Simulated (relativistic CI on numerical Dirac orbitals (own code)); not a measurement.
Method of calculation: Dirac equation for one electron, model QED (radiative potential, 1s self-energy scaled to tabulated hydrogen-like ionisation energies) (own radial code, finite nucleus).

Configurations in the expansion: 1s, 2s, 2p, 3s, 3p, 3d, 4s, 4p, 4d, 4f, 5s, 5p, 5d, 5f, 5g, 6s, 6p, 6d. Levels of other configurations are missing.

Outline of the computed level scheme of Eu LXIII. Lowest level of each configuration: 1s ²S1/2 at 0.0 eV; 2p ²P°1/2 at 42615.1 eV; 2s ²S1/2 at 42627.9 eV; 3p ²P°1/2 at 50767.2 eV; 3s ²S1/2 at 50771.0 eV; 3d ²D3/2 at 51011.8 eV; 4p ²P°1/2 at 53585.6 eV; 4s ²S1/2 at 53587.2 eV; 4d ²D3/2 at 53688.3 eV.

Some strong electric-dipole decays among the lowest 14 levels: 2p ²P°1/2 → 1s ²S1/2 (1.0e+16 s⁻¹); 2p ²P°3/2 → 1s ²S1/2 (9.4e+15 s⁻¹); 3p ²P°3/2 → 1s ²S1/2 (2.6e+15 s⁻¹); 3p ²P°1/2 → 1s ²S1/2 (2.5e+15 s⁻¹); 4p ²P°3/2 → 1s ²S1/2 (1.0e+15 s⁻¹); 3d ²D5/2 → 2p ²P°3/2 (1.0e+15 s⁻¹); 4p ²P°1/2 → 1s ²S1/2 (9.9e+14 s⁻¹); 3d ²D3/2 → 2p ²P°1/2 (9.3e+14 s⁻¹).
